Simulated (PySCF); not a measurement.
Correlation energy of Ag⁺ (silver, charge +1)

[Kr] 4d10, closed-shell 1S. All numbers are calculated (PySCF 2.14, the spin-free X2C one-electron Hamiltonian (Gaussian nucleus), in x2c-TZVPPall with one added diffuse shell each of s, p, d, f type (9s7p7d3f1g, 95 functions)). Frozen: [Ar] 3d10; 18 electrons correlated.

```json
{"level": "CCSD", "correlation energy (mhartree)": "-605.06"}
{"level": "(T)", "correlation energy (mhartree)": "-15.92"}
{"level": "CCSD(T)", "correlation energy (mhartree)": "-620.98"}
```

Diagnostics: T1 = 0.0057, D1 = 0.0107, largest double amplitude 0.017.

Cost of the coupled-cluster step: roughly 26 core-seconds, for 18 correlated electrons.

Iterations:

```
CC2 = 0
CCSD nocc = 9, nmo = 81
frozen orbitals [0, 1, 2, 3, 4, 5, 6, 7, 8, 9, 10, 11, 12, 13]
max_cycle = 100
direct = 0
conv_tol = 1e-08
conv_tol_normt = 1e-06
diis_space = 8
diis_start_cycle = 0
Init t2, MP2 energy = -5313.21552560677  E_corr(MP2) -0.636790458577567
Init E_corr(CCSD) = -0.636790458577756
cycle = 1  E_corr(CCSD) = -0.592075610350357  dE = 0.0447148482  norm(t1,t2) = 0.0396371
cycle = 2  E_corr(CCSD) = -0.606755190489392  dE = -0.0146795801  norm(t1,t2) = 0.0141344
cycle = 3  E_corr(CCSD) = -0.605040965507047  dE = 0.00171422498  norm(t1,t2) = 0.0067987
cycle = 4  E_corr(CCSD) = -0.60495513504601  dE = 8.5830461e-05  norm(t1,t2) = 0.000788731
cycle = 5  E_corr(CCSD) = -0.605068189749165  dE = -0.000113054703  norm(t1,t2) = 0.000212224
cycle = 6  E_corr(CCSD) = -0.605068795365571  dE = -6.05616407e-07  norm(t1,t2) = 3.6761e-05
cycle = 7  E_corr(CCSD) = -0.605061732034834  dE = 7.06333074e-06  norm(t1,t2) = 1.13699e-05
cycle = 8  E_corr(CCSD) = -0.605061547643787  dE = 1.84391047e-07  norm(t1,t2) = 1.82884e-06
cycle = 9  E_corr(CCSD) = -0.605061842352395  dE = -2.94708609e-07  norm(t1,t2) = 4.99311e-07
cycle = 10  E_corr(CCSD) = -0.605061853079396  dE = -1.0727001e-08  norm(t1,t2) = 7.19945e-08
cycle = 11  E_corr(CCSD) = -0.605061849727779  dE = 3.35161698e-09  norm(t1,t2) = 2.30052e-08
CCSD converged
E(CCSD) = -5313.183796997916  E_corr = -0.6050618497277791
CCSD(T) correction = -0.0159182998637425
```

This basis was not built for core-valence correlation, so the inner-shell part is incomplete.
